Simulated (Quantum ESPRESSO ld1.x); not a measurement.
Q: These are the eigenvalues of the occupied orbitals of an atom or ion with whole-number occupations (hartree). Method: scalar-relativistic Kohn-Sham, LDA (Slater exchange, Perdew-Zunger correlation), spin-polarised, spherical densities, point nucleus; computed with ld1.x of Quantum ESPRESSO 7.5.

| orbital | eigenvalue |
|---|---|
| 1s up | -338.938 |
| 1s down | -338.648 |
| 2s up | -80.0059 |

Which element is it, and in what charge state? The configuration may be excited. Open shells, if any, are filled with parallel spins first.

A: Z = 27, cobalt, charge +24: Co24+ in [He] 2s1. The list shows which subshells hold electrons but not how many an open one holds; the 1s level, -338.94 hartree, gives Z - s = 26.0 by -(Z - s)^2/2, which with screening and relativity narrows Z to a few neighbours, and the depths of the outer levels then fix element, charge and occupations together.
